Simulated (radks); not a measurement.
Problem. The mean radii <r> (bohr) of the occupied orbitals of an atom or ion are listed with their occupations. Calculated with a radial shooting solver on a logarithmic mesh with Libxc functionals: Dirac Kohn-Sham, PBE, spin-unpolarised, spherical densities, point nucleus.

| orbital | occ. | <r> |
|---|---|---|
| 1s1/2 | 2 | 0.06959 |
| 2s1/2 | 2 | 0.3247 |
| 2p1/2 | 2 | 0.2880 |
| 2p3/2 | 4 | 0.2907 |
| 3s1/2 | 2 | 1.007 |
| 3p1/2 | 2 | 1.080 |
| 3p3/2 | 4 | 1.089 |
| 3d3/2 | 2 | 1.517 |
| 4s1/2 | 1 | 3.190 |

Name the element and its charge. Open shells, if any, fill j = l - 1/2 first.

Solution. Z = 22, titanium, charge +1: Ti+ in [Ar] 3d2 4s1. The 1s radius gives Z: for a bare nucleus <r> = (2 gamma + 1)/(2Z) with gamma = sqrt(1 - (Z/c)^2), 0.06759 bohr for Z = 22, and screening makes it slightly larger (0.06959 here). The occupations add up to 21, and the charge is Z minus that.
